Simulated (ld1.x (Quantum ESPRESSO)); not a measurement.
## iron: one change to a TM semilocal potential, before and after

iron (Fe), norm-conserving Troullier–Martins (semilocal form), made with ld1.x (Quantum ESPRESSO) 7.5 (PBE, scalar-relativistic). Core [Ar], reference 3d6 4s2 4p0. Waves: 4s (bound): rc 2.20 bohr; 3d (bound): rc 1.90 bohr; 4p (bound, empty): rc 2.45 bohr. Local part: the p channel. Core correction: a·sin(br)/r model core inside 1.80 bohr.

Change: wave 4p (bound): rc 2.45 bohr becomes 4p (bound): rc 3.22 bohr.

Cutoffs: the cutoffs (Ry, on a coarse ladder) from which the occupation-weighted sum of valence levels, in a spherical-Bessel basis at the reference potential, stays within 10 and 1 mRy of its value at 400 Ry; they do not see the model core or the augmentation charge, which bear on the density cutoff. Errors are all-electron minus pseudo energies relative to the spin-unpolarised reference configuration.

Problem. How do hardness, ghosts and transferability respond?

Solution. The potential gets neither clearly harder nor softer (80 Ry and 120 Ry → 80 Ry and 120 Ry); of the 7 tests that both files solve, the error grows in 3 and shrinks in 0 by more than 15 % and 0.3 meV (median size 2.6 → 3.6 meV); neither file shows a bound ghost. More of the atom is replaced by a form fitted at one configuration, so other configurations suffer. A semilocal file is local in each channel, so a ghost entry of none says nothing of the separable form that plane-wave codes build from it.

| quantity | base | changed |
| --- | --- | --- |
| cutoff, loose | 80 Ry | 80 Ry |
| cutoff, tight | 120 Ry | 120 Ry |
| bound ghosts | none | none |
| error for 3d6 4s1 4p0, meV [ΔE 8.73 eV] | -1.1 | -1.1 |
| error for 3d6 4s0 4p0, meV [ΔE 24.93 eV] | -3.5 | -3.6 |
| error for 3d5 4s0 4p0, meV [ΔE 59.16 eV] | -160 | -160 |
| error for 3d6 4s1.5 4p0, meV [ΔE 3.48 eV] | -0.4 | -0.4 |
| error for 3d6 4s1 4p1, meV [ΔE 4.10 eV] | +0.3 | +1.3 |
| error for 3d6 4s0 4p1, meV [ΔE 13.78 eV] | +4.7 | +10 |
| error for 3d6 4s0 4p2, meV [ΔE 8.46 eV] | +2.6 | +7.8 |
